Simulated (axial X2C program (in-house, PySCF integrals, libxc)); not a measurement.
## Outer orbitals of GaN at 2.004 Å, HF

Calculated with an in-house relativistic program for diatomic molecules. Spin-free means the one-electron spin-free X2C Hamiltonian; two-component (2c) means X2C with spin–orbit coupling and atomic mean-field two-electron Coulomb and Gaunt terms, so the difference of the two also holds small scalar two-electron terms. Basis: Ga dyall-cv3z [9s9p7d4f1g], N dyall-av3z [7s7p3d2f] (cores contracted in-house); Gaussian nuclei, density fitting, unrestricted open shells. Masses: Ga 68.926 u, N 14.003 u.

The distance is close to the 2c PBE0 minimum; the highest filled and lowest empty levels are listed.

Spin-free orbitals, state M_S = 1, Λ = 0 (beyond evenly filled blocks: π+α, π-α) (Löwdin shares):

```tsv
symmetry	occupied	ε (eV)	atomic character
σα	yes	-32.19	92% Ga d, 7% N s
δ+α	yes	-32.10	100% Ga d
δ-α	yes	-32.10	100% Ga d
δ+β	yes	-32.08	100% Ga d
δ-β	yes	-32.08	100% Ga d
σβ	yes	-31.99	99% Ga d
π-α	yes	-31.92	100% Ga d
π+α	yes	-31.92	100% Ga d
π+β	yes	-31.87	100% Ga d
π-β	yes	-31.87	100% Ga d
σα	yes	-29.06	75% N s, 13% Ga d, 6% Ga p
σβ	yes	-21.87	75% N s, 8% Ga p, 7% Ga s
σα	yes	-13.93	64% N p, 29% Ga s, 4% N s
π+α	yes	-13.43	92% N p, 3% Ga d, 3% Ga p
π-α	yes	-13.43	92% N p, 3% Ga d, 3% Ga p
σβ	yes	-12.60	46% N p, 41% Ga s, 8% N s
σα	yes	-9.20	39% Ga s, 29% N p, 23% Ga p
σβ	yes	-8.24	40% N p, 30% Ga p, 23% Ga s
π+β	no	0.24	69% Ga p, 28% N p, 3% N d
π-β	no	0.24	69% Ga p, 28% N p, 3% N d
π-α	no	0.77	79% Ga p, 14% N p, 4% N d
π+α	no	0.77	79% Ga p, 14% N p, 4% N d
```

Spinors with spin–orbit coupling (state Ω = 1):

```csv
ω,occupied,ε (eV),atomic character,λ mixture
-3/2,yes,-32.38,100% Ga d,"90% δ, 10% π"
3/2,yes,-32.37,100% Ga d,"88% δ, 12% π"
1/2,yes,-32.35,"95% Ga d, 4% N s","71% σ, 29% π"
-1/2,yes,-32.26,99% Ga d,"54% π, 46% σ"
5/2,yes,-31.91,100% Ga d,100% δ
-5/2,yes,-31.89,100% Ga d,100% δ
1/2,yes,-31.84,"97% Ga d, 3% N s","71% π, 29% σ"
-1/2,yes,-31.77,99% Ga d,"54% σ, 46% π"
3/2,yes,-31.76,100% Ga d,"88% π, 12% δ"
-3/2,yes,-31.71,100% Ga d,"90% π, 10% δ"
1/2,yes,-29.06,"75% N s, 14% Ga d, 6% Ga p",100% σ
-1/2,yes,-21.87,"75% N s, 8% Ga p, 7% Ga s",100% σ
1/2,yes,-13.93,"64% N p, 29% Ga s, 4% N s",100% σ
-1/2,yes,-13.43,"92% N p, 3% Ga d, 3% Ga p",100% π
3/2,yes,-13.42,"92% N p, 3% Ga d, 3% Ga p",100% π
-1/2,yes,-12.60,"46% N p, 41% Ga s, 8% N s",100% σ
1/2,yes,-9.20,"39% Ga s, 29% N p, 23% Ga p",100% σ
-1/2,yes,-8.24,"40% N p, 31% Ga p, 23% Ga s",100% σ
1/2,no,0.22,"70% Ga p, 27% N p, 3% N d",100% π
-3/2,no,0.26,"69% Ga p, 28% N p, 3% N d",100% π
-1/2,no,0.76,"79% Ga p, 14% N p, 4% N d",100% π
3/2,no,0.79,"79% Ga p, 14% N p, 4% N d",100% π
```

Mulliken charges and populations of the two-component result (they depend on the basis, above all on diffuse functions):

Ga 0.57 e (s 7.85 p 12.54 d 10.03 f 0.01), N -0.57 e (s 3.99 p 3.56 d 0.02). ⟨Lz⟩ = 0.00 ħ and ⟨Sz⟩ = 1.00 ħ (-0.02 and 1.02 on the two atoms), which add up to Ω.

The state is a single determinant with fixed occupations, the lowest that a limited PBE0 search found. Other states lie close and PBE0, whose exact exchange favours high spin, may order them wrongly; the determinant shown need not be the ground state. The nearest other spin-free determinant of the search, M_S = 1, Λ = 1, lies 0.40 eV up at the distance of the search. With several unpaired electrons one determinant need not be a pure state. Open-shell Ω = 0 determinants with evenly filled partner blocks cannot be reached by this program, so the Ω shown need not be the lowest component. This is the Ω = 1 component of a π² triplet; the 0⁺ component is not one determinant and can lie lowest. The determinant is spin-polarised beyond a pure state at some levels (its spin-free form has ⟨S²⟩ too high), which makes Re and μ there less reliable.
